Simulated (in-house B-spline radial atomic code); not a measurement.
Settings and results of a run for Tl7+ (an excited or competing configuration). Computed with a radial B-spline atomic code at the basis-set limit: Dirac-Hartree-Fock, average of configuration, Fermi nucleus of rms radius 5.4759 fm.

Command:
```bash
python run_scf.py task.json out
```
Settings (nuclear radius in fm, mass in u):
```
Z                81
configuration    [Xe] 4f13 5d6 7g1
hamiltonian      dirac
method           hf
spin_polarised   False
nucleus          fermi
rms_radius       5.4759
atomic_mass      204.97443
speed_of_light   137.035999084
```

Output (hartree, bohr):
```
 radial grid: 69 intervals, B-splines of order 8, outer radius 31.8182 bohr

 iter        energy (Eh)    residual
    1      -20244.697836    9.77e-01
    2      -20252.437531    2.77e-01
    3      -20253.978119    7.38e-02
    4      -20254.044054    2.62e-02
    5      -20254.051164    5.24e-03
    6      -20254.051625    2.74e-03
    7      -20254.051717    6.53e-05
    8      -20254.051717    6.01e-06
    9      -20254.051717    7.28e-07

 total energy                    -20254.05172
 kinetic                           23445.0834
 electron-nucleus                 -50808.4937
 electron-electron                  7109.3586

 first-order corrections (not in the total)
   Gaunt                            26.5108
   retardation                      -2.8118
   frequency dependence             -0.5299
   self-energy                      19.9660
   Uehling                          -4.1726
   Wichmann-Kroll                    0.1888
   recoil                            0.0325

 orbital      occ     eigenvalue          <r>       <r^2>       <1/r>       r_max    small
 1s1/2      2.000     -3169.2659    0.0163196 0.000368943     99.3519     0.01003  9.52e-02
 2s1/2      2.000      -573.9892      0.06804  0.00554514     24.5317     0.05833  2.19e-02
 2p1/2      2.000      -550.0846    0.0559667   0.0039222     24.4429     0.04286  2.20e-02
 2p3/2      4.000      -474.0616    0.0647219  0.00510231     19.6767     0.05042  1.94e-02
 3s1/2      2.000      -143.5473     0.176685   0.0358599     9.01363       0.164  7.38e-03
 3p1/2      2.000      -132.8348     0.167347   0.0327123      8.9115      0.1531  7.31e-03
 3p3/2      4.000      -115.7094     0.183242   0.0390137      7.6728      0.1683  6.58e-03
 3d3/2      4.000       -98.2573     0.159609   0.0299116     7.55169       0.131  6.43e-03
 3d5/2      6.000       -94.6355     0.164447   0.0316243     7.27319      0.1352  6.23e-03
 4s1/2      2.000       -37.3257     0.390284    0.171925     3.81653      0.3689  2.52e-03
 4p1/2      2.000       -32.6680     0.392094    0.174889     3.70625       0.367  2.42e-03
 4p3/2      4.000       -28.4177      0.42418    0.204403     3.29799       0.397  2.17e-03
 4d3/2      4.000       -20.8005     0.429887    0.213314     3.09601      0.3892  1.96e-03
 4d5/2      6.000       -19.9950     0.440466    0.223705     2.99979      0.3986  1.89e-03
 5s1/2      2.000       -10.1084     0.860566    0.826565     1.59254      0.8015  6.75e-04
 5p1/2      2.000        -8.3767      0.90884    0.925563     1.49075       0.837  6.09e-04
 5p3/2      4.000        -7.5170     0.980115     1.07494     1.35247      0.9034  5.35e-04
 4f5/2      5.571       -10.1736      0.45241    0.243345     2.66919       0.354  1.54e-03
 4f7/2      7.429        -9.9941     0.458171     0.24946     2.63292      0.3585  1.51e-03
 5d3/2      2.400        -5.0488      1.13455      1.4537     1.14744       1.016  4.04e-04
 5d5/2      3.600        -4.9297      1.16148     1.52232     1.11576       1.041  3.86e-04
 7g7/2      0.444        -0.6670      7.67286     67.0744     0.17487       8.582  2.01e-05
 7g9/2      0.556        -0.6672      7.66927     67.0149     0.17499       8.578  2.02e-05
```

Cost of the run: 1.9 s on 1 thread of Arm Neoverse V1, with other jobs on the host.

For the Dirac Hamiltonian the kinetic term is c α·p + (β - 1)c².
